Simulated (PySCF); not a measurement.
**Electron correlation in Eu⁴⁷⁺ (europium, charge +47)**

[Ne] 3s2 3p4, high-spin 3P determinant. All numbers are calculated (PySCF 2.14, scalar relativity by spin-free X2C-1e, in an even-tempered Gaussian basis (18 s from 9.6 bohr⁻², ratio 2.5; 12 p from 12 bohr⁻², ratio 2.5; 4 d from 54 bohr⁻², ratio 2.7; 4 f from 80 bohr⁻², ratio 2.7)). Frozen: 1s2; 14 electrons correlated; the 21 highest virtual orbitals of each spin left out.

```tsv
level	correlation energy (mhartree)
CCSD	-597.87
(T)	-0.83
CCSD(T)	-598.70
```

Diagnostics: T1 = 0.00043, D1 = 0.0020, largest double amplitude 0.016.

Spin-orbit coupling is strong in this species (close to jj coupling), so the high-spin LS determinant is a model state, not a physical level.

Cost of the coupled-cluster step: about 30 core-seconds, for 14 correlated electrons.

Iterations:

```
CC2 = 0
CCSD nocc = (np.int64(8), np.int64(6)), nmo = (80, 80)
frozen orbitals [[0, 81, 82, 83, 84, 85, 86, 87, 88, 89, 90, 91, 92, 93, 94, 95, 96, 97, 98, 99, 100, 101], [0, 81, 82, 83, 84, 85, 86, 87, 88, 89, 90, 91, 92, 93, 94, 95, 96, 97, 98, 99, 100, 101]]
max_cycle = 100
direct = 0
conv_tol = 1e-08
conv_tol_normt = 1e-06
diis_space = 8
diis_start_cycle = 0
Init t2, MP2 energy = -0.584532360141049
Init E_corr(UCCSD) = -0.584532360141122
cycle = 1  E_corr(UCCSD) = -0.595699696601831  dE = -0.0111673365  norm(t1,t2) = 0.00643596
cycle = 2  E_corr(UCCSD) = -0.597526814454408  dE = -0.00182711785  norm(t1,t2) = 0.00112435
cycle = 3  E_corr(UCCSD) = -0.597878215918332  dE = -0.000351401464  norm(t1,t2) = 0.000211385
cycle = 4  E_corr(UCCSD) = -0.597874989095596  dE = 3.22682274e-06  norm(t1,t2) = 7.71511e-06
cycle = 5  E_corr(UCCSD) = -0.597874993479106  dE = -4.38351e-09  norm(t1,t2) = 3.04397e-07
UCCSD converged
E(UCCSD) = -8744.454297149869  E_corr = -0.597874993479106
UCCSD(T) correction = -0.000826336352156529
```

At this charge the one-electron X2C treatment keeps the bare 1/r₁₂, with no two-electron picture change or Breit term. The effect here is smaller than on the frozen 1s shell; and a scalar Hamiltonian misses the large spin-orbit splitting of the p shells, which matters for ns² → np² pairs.

Spin-orbit coupling is strong in this species, so the high-spin LS determinant is a model state.
